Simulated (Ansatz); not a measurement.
Mg₂S₂⁻, relaxed as a doublet with UKS PBE-D4/def2-TZVPD in Ansatz, starting from the GFN2-xTB geometry. Force threshold 0.02 eV/Å.

The highest occupied level of the charge -1 doublet lies above zero (up to 0.14 eV). By energy differences its removal costs 1.72 eV (vertical, to the charge 0 singlet, at PBE-D4/def2-TZVPD); a positive level beside a positive removal energy at the same level points to self-interaction error. The relaxation made no stability test and no search for a lower SCF solution. The structure comes from a short search, and lower isomers may exist.

Start:

Cartesian coordinates in Å:
```
Mg 0.133 0.848 1.081
Mg -0.149 -0.939 -1.243
S -1.893 0.339 0.086
S 1.909 -0.248 0.076
```

```json
{"step": "1", "energy (eV)": "-32549.5614", "largest force component (eV/Å)": "0.889", "SCF passes": "18"}
{"step": "2", "energy (eV)": "-32549.6104", "largest force component (eV/Å)": "0.623", "SCF passes": "22"}
{"step": "3", "energy (eV)": "-32549.6853", "largest force component (eV/Å)": "0.420", "SCF passes": "21"}
{"step": "4", "energy (eV)": "-32549.7068", "largest force component (eV/Å)": "0.032", "SCF passes": "21"}
{"step": "5", "energy (eV)": "-32549.7069", "largest force component (eV/Å)": "0.005", "SCF passes": "17"}
```

Force components are those of the run's own axes.

End:

```xyz
4

Mg    0.133    0.843    1.096
Mg   -0.133   -0.843   -1.096
S    -1.886    0.291    0.005
S     1.886   -0.291   -0.005
```

By distances, no bond broke or formed. The bond that changes most is Mg2–S4, from 2.54 to 2.36 Å (atoms count from 1).

No frequencies were taken in this run, so the end may be a saddle point.

It took 8.5 s on 4 threads of Intel Xeon Platinum 8488C on a shared host.
